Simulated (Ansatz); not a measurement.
Os(CO)3 (C₃O₃Os), SMILES [Os](<-[C-]#[O+])(<-[C-]#[O+])<-[C-]#[O+], multiplicity 1.

The structure is a stationary point at PBE0-D3(BJ)/def2-SVP. The spin state was assumed, not searched. The def2 effective core potentials stand for the cores of Os; spin–orbit coupling is left out.

Two levels are set side by side: PBE/def2-TZVPD (Ansatz, an electronic-structure program) and PBE0/def2-TZVPD (Ansatz). Energy differences of separate SCF runs at the same geometry; the states with an electron removed or added have multiplicity 2 and 2. Differences are taken from unrounded values.

| quantity | PBE0 | PBE | PBE minus PBE0 |
|---|---|---|---|
| vertical ionisation energy (eV) | 8.38 | 8.58 | 0.20 |
| vertical electron affinity (eV) | 1.84 | 1.85 | 0.01 |
| vertical singlet–triplet gap (eV) | 1.05 | 1.27 | 0.21 |
